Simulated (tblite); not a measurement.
Compound: C4H6F3O2P.
Geometry (GFN2-xTB, Å), atoms numbered from 1 in this order:
```
atom  x, y, z in Å
C1     2.1009   -1.0945    0.0467
C2     1.3400    0.1499   -0.2213
O3     1.6973    1.1177   -0.8258
P4    -0.3772    0.1057    0.5772
C5    -1.0440    1.8007    0.5653
O6    -0.4711   -0.6489    1.8267
C7    -1.4214   -0.7225   -0.7766
F8    -2.6876   -0.8173   -0.3652
F9    -1.4300   -0.0700   -1.9427
F10   -0.9763   -1.9604   -1.0214
H11    3.1197   -1.0325   -0.3279
H12    2.0907   -1.2761    1.1222
H13    1.5772   -1.9323   -0.4183
H14   -0.5219    2.3665    1.3355
H15   -2.1037    1.7515    0.8180
H16   -0.9003    2.2717   -0.4038
```

Computed with GFN2-xTB (tblite): harmonic, unscaled wavenumbers at the GFN2-xTB geometry, gas phase. Errors from tens to a few hundred cm⁻¹ against measured bands are possible. One conformer, not necessarily the lowest.

Harmonic wavenumbers (cm⁻¹): 28.9, 39.8, 83.4, 123.3, 127.5, 130.8, 136.8, 176.1, 232.8, 248.9, 281.3, 351.6, 378.6, 432.8, 467.0, 480.1, 508.4, 614.0, 669.8, 766.8, 837.4, 853.1, 957.4, 967.5, 1067.0, 1073.1, 1105.3, 1109.8, 1281.6, 1306.8, 1352.1, 1393.4, 1408.6, 1410.9, 1416.4, 1787.0, 2985.3, 2988.8, 3006.1, 3008.6, 3031.7, 3046.7.

A = 1479, B = 963.3, C = 900.5 MHz; mass 174.006 u (most abundant isotopes); point group C1, symmetry number 1.

Problem. Zero-point energy?

Solution. Half the sum of the wavenumbers: 21837 cm⁻¹ = 62.43 kcal/mol.

Problem. What is S at 298.15 K and 1 bar for an ideal gas of classical rigid rotors and harmonic oscillators?

Solution. Translation 41.40, rotation 29.91, vibration 41.42: S = 112.7 cal/(mol K).

Problem. And Cp and H(298.15 K) − H(0)?

Solution. Cp = 43.66 cal/(mol K), of which vibrations give 35.71 (their classical limit is 42 R = 83.5); H(298.15 K) − H(0) = 8.45 kcal/mol without the zero-point energy, 6.08 from vibrations.

Problem. Blend soft modes into free rotors: weight 1/[1 + (100 cm⁻¹/ν̃)⁴] for the oscillator and the rest for a rotor with moment μB/(μ + B), μ = h/(8π²ν), B = 10⁻⁴⁴ kg m². What vibrational entropy results?

Solution. 37.27 cal/(mol K) in place of 41.42, which changes −T·S at 298.15 K by +1.24 kcal/mol.

Problem. What must be added to the electronic energy to get the Gibbs energy at 298.15 K and 1 bar?

Solution. ZPE + [H(298.15 K) − H(0)] − T·S = 62.43 + 8.45 − 33.61 = 37.27 kcal/mol.

Problem. Which modes carry the vibrational entropy at 298.15 K?

Solution. 28.9 cm⁻¹: 5.90; 39.8 cm⁻¹: 5.27; 83.4 cm⁻¹: 3.81; 123.3 cm⁻¹: 3.05; 127.5 cm⁻¹: 2.98; 130.8 cm⁻¹: 2.93 cal/(mol K); the other 36 give 17.47 together.

Problem. How do the functions run with temperature in this model?

Solution. 
```tsv
T (K)	S (cal/(mol K))	Cp (cal/(mol K))	H − H(0) (kcal/mol)	G − H(0) (kcal/mol)	ln q(vib)
100	76.8	24.0	1.60	-6.09	3.12
200	97.1	35.0	4.58	-14.84	7.05
300	113.0	43.8	8.53	-25.36	10.64
500	138.8	57.4	18.75	-50.65	17.02
800	168.7	69.5	37.98	-96.98	25.17
1000	184.8	74.5	52.42	-132.37	29.89
```

q(vib) and H(0) count from the zero-point level.

Hindered rotation and anharmonicity are outside this model. Other conformers, if any are populated, would add a mixing term that is left out. The structure is chiral; the term R ln 2 for an equal mix with its mirror image is left out.
